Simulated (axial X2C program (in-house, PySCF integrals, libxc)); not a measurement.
**IEuI: the levels of the configuration f7 s0**

Calculated with an in-house all-electron X2C program for linear molecules (integrals from PySCF): two-component X2C with atomic mean-field Coulomb and Gaunt terms, basis I dyall-v3z, Eu dyall-v3z (cores contracted in-house). Orbitals come from Hartree–Fock averaged over the configuration Eu f7 s0; CI then distributes these electrons over the f, s shells of Eu.

I–Eu–I held linear, both bonds 3.076 Å (near the minimum of the configuration average).

Lowest levels of this model:

| Ω | energy (cm⁻¹) | g∥ | configuration |
| --- | --- | --- | --- |
| 7/2 | 0 | 13.98 | 100% f7 |
| 5/2 | 3 | 9.99 | 100% f7 |
| 3/2 | 5 | 5.99 | 100% f7 |
| 1/2 | 6 | 2.00 | 100% f7 |

g∥ is the magnitude of 2⟨Lz + ge Sz⟩ for the +Ω component.

Task: From Ω and g∥ of the lowest level, whose 2⟨Lz + ge Sz⟩ is positive, find ⟨Sz⟩ and ⟨Lz⟩ (ge = 2.0023).

Result: Ω = ⟨Lz⟩ + ⟨Sz⟩ = 7/2 and ⟨Lz⟩ + ge⟨Sz⟩ = 6.990, so ⟨Sz⟩ = 3.48 and ⟨Lz⟩ = 0.02.

Occupations of the active spinors in the lowest level by ω, shell by shell in order of energy: -7/2: 0.00; -5/2: 0.92 0.08; -3/2: 0.80 0.20; -1/2: 0.65 0.35 0.00; 1/2: 0.46 0.54 0.00; 3/2: 0.29 0.71; 5/2: 0.13 0.87; 7/2: 1.00. The leading determinant has weight 0.16 among 789.

This point took 19 s on 1 thread of Arm Neoverse N1 (shared host).

There is no dynamic correlation: spin–orbit spacings and, for f shells, spacings inside one term are the most reliable numbers, splittings between terms come out too wide, and energies between configurations are not reliable, so the lowest level need not be the ground state of the molecule. At most 4 roots were kept for each Ω > 0 (twice that for Ω = 0) within 2.2 eV of the lowest, so higher up levels can be missing between those listed; levels with Ω > 0 are doubly degenerate and listed once, Ω = 0 levels singly. States that fill the shells left empty in the average are placed too high. The molecule was held linear; bending was not examined.
